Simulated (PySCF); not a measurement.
phosphorus nitride cation (NP), SMILES P#N (connectivity only; charge and spin as stated), charge +1, multiplicity 2. Atoms are numbered in the order given.

```xyz
2

N      0.0000     0.0000    -1.0055
P      0.0000     0.0000     0.4693
```
Charge +1, spin multiplicity 2.

The structure is a stationary point at B3LYP-D3(BJ)/def2-TZVPD. The multiplicity is an assumed one; other spin states were not compared.

The numbers are results of PBE/pcH-1 (PySCF), not measurements.

Unrestricted Kohn–Sham, ⟨S²⟩ = 0.764. Hyperfine tensors hold the contact and dipolar terms, without spin-orbit corrections.

Computed hyperfine couplings:
```csv
nucleus,A(iso) (MHz),A(iso) (G),dipolar principal values (MHz)
14N no. 1,151.6,54.1,"-32.0, -32.0, 64.1"
31P no. 2,-136.2,-48.6,"-208.3, -208.3, 416.6"
```
